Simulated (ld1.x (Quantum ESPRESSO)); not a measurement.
Ru, ultrasoft: configuration errors across variants

Ru, ultrasoft, made with ld1.x (Quantum ESPRESSO) 7.5 (LDA (PZ), scalar-relativistic). Core [Ar] 3d10, reference 4s2 4p6 4d7 5s0 5p1. Waves: 4s (bound): rcut 1.45, rcutus 1.80 bohr; 5s (bound, empty): rcut 1.45, rcutus 1.80 bohr; 4p (bound): rcut 1.50, rcutus 2.00 bohr; 5p (bound): rcut 1.50, rcutus 2.00 bohr; 4d (bound): rcut 1.20, rcutus 1.40 bohr; 4d channel at 2.7 Ry: rcut 1.20, rcutus 1.40 bohr. Local part: all-electron potential smoothed inside 1.35 bohr (lloc = -2). Core correction: none. Augmentation charge: built from norm-conserving waves at rcut, not smoothed further.

All-electron excitation energies from the reference (eV): (1) 4s2 4p6 4d7 5s1 5p0 -3.585; (2) 4s2 4p6 4d7 5s0 5p0 4.029; (3) 4s2 4p6 4d6 5s0 5p0 22.466; (4) 4s2 4p6 4d6 5s1 5p0 6.737; (5) 4s2 4p6 4d7 5s0.5 5p0 -0.569; (6) 4s2 4p5 4d7 5s1 5p0 48.929; (7) 4s2 4p6 4d5 5s0 5p0 53.315; (8) 4s2 4p6 4d7 5s0 5p1 spin -1.482; (9) 4s2 4p6 4d7 5s1 5p0 spin -5.234.

Spin tests fill each open shell by Hund’s rule, majority spin first.

The overlap operator is not positive definite (basis up to 400 Ry) in “base”, “waves 4d (bound): rcut 1.20, rcutus 1.42 bohr; 4d channel at 2.7 Ry: rcut 1.20, rcutus 1.42 bohr”, “local potential all-electron potential smoothed inside 1.50 bohr (lloc = -1)”, “wave 4d channel at 2.7 Ry: rcut 1.20, rcutus 1.40 bohr becomes 4d channel at 3.92 Ry: rcut 1.20, rcutus 1.40 bohr”, “local potential all-electron potential smoothed inside 1.06 bohr (lloc = -2)”, “core correction a·sin(br)/r model core inside 0.86 bohr”, “waves 4p (bound): rcut 1.50, rcutus 1.88 bohr; 5p (bound): rcut 1.50, rcutus 1.88 bohr”. Such files are unfit for use, however small their errors in these radial tests.

4 further variants failed, have other tests or too few solved ones, and are left out.

A true bound ghost makes a file unfit for plane-wave use even where its test errors are small: the radial tests pick states by their node count and pass the ghost by.

The file “base” misses its own reference levels by 0.6 eV. The file “waves 4d (bound): rcut 1.20, rcutus 1.42 bohr; 4d channel at 2.7 Ry: rcut 1.20, rcutus 1.42 bohr” misses its own reference levels by 0.6 eV. The file “local potential all-electron potential smoothed inside 1.50 bohr (lloc = -1)” misses its own reference levels by 0.6 eV. The file “type TM; waves now 4p (bound): rc 2.00 bohr; 4d (bound): rc 1.40 bohr; 4s (bound): rc 1.80 bohr; local potential the s channel” misses its own reference levels by 0.4 eV. The file “wave 4d channel at 2.7 Ry: rcut 1.20, rcutus 1.40 bohr becomes 4d channel at 3.92 Ry: rcut 1.20, rcutus 1.40 bohr” misses its own reference levels by 0.6 eV. The file “local potential all-electron potential smoothed inside 1.06 bohr (lloc = -2)” misses its own reference levels by 0.6 eV. The file “core correction a·sin(br)/r model core inside 0.86 bohr” misses its own reference levels by 0.6 eV. The file “waves 4p (bound): rcut 1.50, rcutus 1.88 bohr; 5p (bound): rcut 1.50, rcutus 1.88 bohr” misses its own reference levels by 0.6 eV.

Errors AE − PS in meV (a dash: test not solved or not reliable):

| change | (1) | (2) | (3) | (4) | (5) | (6) | (7) | (8) | (9) | bound ghosts |
| --- | --- | --- | --- | --- | --- | --- | --- | --- | --- | --- |
| base | -1008 | +466 | +448 | -1894 | -393 | -2166 | +343 | +30 | -1020 | not determined (overlap not positive) |
| waves 4d (bound): rcut 1.20, rcutus 1.42 bohr; 4d channel at 2.7 Ry: rcut 1.20, rcutus 1.42 bohr | -1008 | +466 | +448 | -1894 | -393 | -2166 | +343 | +30 | -1020 | not determined (overlap not positive) |
| local potential all-electron potential smoothed inside 1.50 bohr (lloc = -1) | -829 | +462 | +444 | -1597 | -289 | -1852 | +340 | +31 | -830 | not determined (overlap not positive) |
| type TM; waves now 4p (bound): rc 2.00 bohr; 4d (bound): rc 1.40 bohr; 4s (bound): rc 1.80 bohr; local potential the s channel | +1863 | -630 | -1154 | +2327 | +765 | +2587 | -1635 | +139 | +2058 | s (extra level of the local part) |
| wave 4d channel at 2.7 Ry: rcut 1.20, rcutus 1.40 bohr becomes 4d channel at 3.92 Ry: rcut 1.20, rcutus 1.40 bohr | -1008 | +466 | +448 | -1894 | -393 | -2165 | +343 | +30 | -1020 | not determined (overlap not positive) |
| local potential all-electron potential smoothed inside 1.06 bohr (lloc = -2) | -946 | +472 | +455 | -1756 | -352 | -2003 | +347 | +30 | -951 | not determined (overlap not positive) |
| core correction a·sin(br)/r model core inside 0.86 bohr | -1019 | +455 | +438 | -1904 | -404 | -2184 | +333 | -5.3 | -1066 | not determined (overlap not positive) |
| waves 4p (bound): rcut 1.50, rcutus 1.88 bohr; 5p (bound): rcut 1.50, rcutus 1.88 bohr | -1025 | +449 | +433 | -1908 | -410 | -2172 | +348 | +31 | -1037 | not determined (overlap not positive) |

Task: Give the same row for: all radii scaled by about 0.79 (s 1.42, p 1.58, d 1.10 bohr, rcut 1.14/1.18/0.94); local potential all-electron potential smoothed inside 1.06 bohr (lloc = -2).

Result: -875, -0.7, -0.7, -1341, -508, -1439, -0.7, +67, -856; bound ghosts: not determined.
